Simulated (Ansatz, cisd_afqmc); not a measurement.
System: SnBr₂, charge 1, doublet. SnBr2+ (parent SMILES [Br][Sn][Br], doublet).
B3LYP-D3(BJ)/def2-TZVP minimum from Ansatz (a first-principles code):
```
Sn
Br 1 2.4630
Br 1 2.4630 2 119.32
```
Charge +1, spin multiplicity 2.

Total energies in def2-SVP, 17 correlated electrons, 37 frozen orbitals. UHF or UKS for unpaired electrons; spin-orbit terms are left out. Correlated methods leave the cores frozen (noble-gas shells, and filled d and f shells in the p block). Past Kr the def2 sets carry scalar-relativistic core potentials. AFQMC/CISD: phaseless, guided by CISD from CCSD amplitudes; bars are statistical, one sigma. Outlying blocks are dropped, and bars are widened where a walk drifts. Over all cases where full CI ran beside it in this data, AFQMC minus full CI had a median of +0.1 mEh and passed +0.4 mEh in a tenth of the cases. Spin-orbit terms, left out, reach several kcal/mol for Br and I, and more for heavier atoms. The UHF reference of Br2Sn+ (parent SMILES [Br][Sn][Br], doublet) is spin-contaminated (<S^2> up to 0.04 over the pure value in the sets run). The spin of Br2Sn+ (parent SMILES [Br][Sn][Br], doublet) was assumed, and the state is the lowest solution found for it.

```tsv
method	program	energy (Eh)	minus CCSDT(Q) (mEh)
HF	Ansatz	-5357.34638	325.30
MP2	Ansatz	-5357.62973	41.95
CCSD	Ansatz	-5357.65834	13.33
CCSD(T)	Ansatz	-5357.66920	2.48
CCSDT(Q)	Ansatz	-5357.67167	0.00
AFQMC/CISD	cisd_afqmc	-5357.6716 ± 0.0004	0.1 ± 0.4
```

Rough core times of Ansatz's runs on a shared machine: CCSD(T) 60 s, CCSDT(Q) 7 min.
